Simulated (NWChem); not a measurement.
System: SiH$_{2}$I cation

Results from NWChem. Medium grid unless said otherwise, to which SCAN and Minnesota functionals are sensitive. Geometry: optimised at PBE0/def2-SVP. def2 effective core potentials on I; no spin-orbit coupling. Hybrids' shares of exact exchange are those that their runs print; pure functionals count as 0. The functionals differ in more than this share.

| row | share of exact exchange | highest occupied level (eV) |
|---|---|---|
| PBE/def2-TZVP | 0.00 | -12.74 |
| N12/def2-TZVP | 0.00 | -12.51 |
| B3LYP/def2-TZVP | 0.20 | withheld |
| r2SCAN0/def2-TZVP | 0.25 | -14.02 |
| MPW1K/def2-TZVP | 0.43 | -14.67 |

Fit a straight line of the last column on the one before it, predict the withheld value, and compare with the run.


1. Means of the 4 shown rows: x = 0.170, y = -13.485. Slope Σ(x − x̄)(y − ȳ)/Σ(x − x̄)² = -0.6433/0.1318 = -4.881; intercept -12.655.
2. The shown rows scatter about the line by 0.119 (root mean square); the largest residual is +0.14, at N12/def2-TZVP.
3. At x = 0.20 (B3LYP/def2-TZVP; inside the shown range) the line gives -13.63.
4. The run gives -13.59, +0.04 from the line, 0.3 times the scatter.
